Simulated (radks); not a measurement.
The numbers below are computed, except where a source is named.
The europium ion Eu53+, configuration [Ne]. Code: a radial shooting solver on a logarithmic mesh with Libxc functionals. Model: Dirac Kohn-Sham, PBEsol, spin-unpolarised, spherical densities, point nucleus.

Radial electron density D(r) = 4 pi r^2 rho(r):

r (bohr),D(r) (e/bohr)
0.001063,4.220
0.00117,4.938
0.001277,5.695
0.001406,6.644
0.001547,7.740
0.001703,8.999
0.001875,10.44
0.002064,12.09
0.002272,13.97
0.002501,16.09
0.002753,18.49
0.003006,20.93
0.003309,23.89
0.003642,27.17
0.004009,30.76
0.004413,34.67
0.004858,38.88
0.005348,43.36
0.005886,48.06
0.006479,52.91
0.007075,57.41
0.007788,62.29
0.008573,67.00
0.009437,71.40
0.01039,75.31
0.01143,78.59
0.01259,81.06
0.01385,82.59
0.01525,83.11
0.01665,82.68
0.01833,81.28
0.02018,79.06
0.02221,76.28
0.02445,73.33
0.02691,70.63
0.02963,68.65
0.03261,67.83
0.0359,68.48
0.0392,70.47
0.04315,74.06
0.0475,78.72
0.05228,83.75
0.05755,88.24
0.06335,91.19
0.06973,91.66
0.07676,89.02
0.08449,83.03
0.09226,74.84
0.1016,63.66
0.1118,51.23
0.1231,38.78
0.1355,27.47
0.1491,18.08
0.1641,10.99
0.1807,6.118
0.1989,3.095
0.2172,1.511
0.239,0.6192
0.2631,0.2236
0.2896,0.07034
0.3188,0.01900

D(r) has 2 maxima, at r = 0.0153, 0.0675 bohr, and minima at 0.0329 bohr, inside which lie 2.12 electrons.
